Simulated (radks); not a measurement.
Spin polarisation of the 6s1 shell in Cs. Start: [Xe] 6s(up 0.5, down 0.5); electrons of 6s are moved from spin down to spin up, other shells keep equal spins. Method: scalar-relativistic Kohn-Sham, PBEsol, spin-polarised, spherical densities, point nucleus; computed with a radial shooting solver on a logarithmic mesh with Libxc functionals.

moment (Bohr magnetons),E - E(0) (eV),e(6s up) (eV),e(6s down) (eV),5p down minus up (eV)
0,0.000,-2.084,-2.084,0.000
0.25,-0.009,-2.151,-2.007,0.018
0.5,-0.036,-2.208,-1.922,0.036
0.75,-0.080,-2.255,-1.840,0.056

At moment 0.75 the spin-polarisation energy is -0.080 eV and the 6s exchange splitting 0.415 eV, that is 0.553 eV per Bohr magneton; E = -I m^2/4 would give I = 0.569 eV.
